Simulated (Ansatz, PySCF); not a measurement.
GeBr2, SMILES [Br][Ge][Br] (connectivity only; charge and spin as stated), neutral, multiplicity 1. Atoms are numbered in the order given.

```xyz
3

Ge     0.0000     0.0000     1.0228
Br     0.0000     1.8107    -0.4671
Br     0.0000    -1.8107    -0.4671
```
Charge 0, spin multiplicity 1.

The structure is a stationary point at PBE0-D3(BJ)/def2-SVP. The isomer is the one that the SMILES or the coordinates give; other isomers of the formula were not compared.

Two levels are set side by side: PBE-D3(BJ)/def2-SVP (Ansatz, a first-principles code) and PBE0-D3(BJ)/def2-SVP (Ansatz). Each level has its own optimised geometry; the coordinates shown are those of the second. Frequencies come from the Hessian of PySCF at each geometry. Differences are taken from unrounded values.

| quantity | PBE0-D3(BJ) | PBE-D3(BJ) | PBE-D3(BJ) minus PBE0-D3(BJ) |
|---|---|---|---|
| mean bond length (Å) | 2.345 | 2.369 | 0.024 |
| bond Ge1–Br2 (Å) | 2.345 | 2.369 | 0.024 |
| bond Ge1–Br3 (Å) | 2.345 | 2.369 | 0.024 |
| highest harmonic wavenumber (cm⁻¹) | 294 | 281 | -13 |
| mean harmonic wavenumber (cm⁻¹) | 229 | 218 | -11 |
| zero-point energy (kcal/mol) | 0.98 | 0.93 | -0.05 |

GGA bonds tend to be longer and softer than those of functionals with exact exchange. Differences between two approximate levels are no errors against the true value.
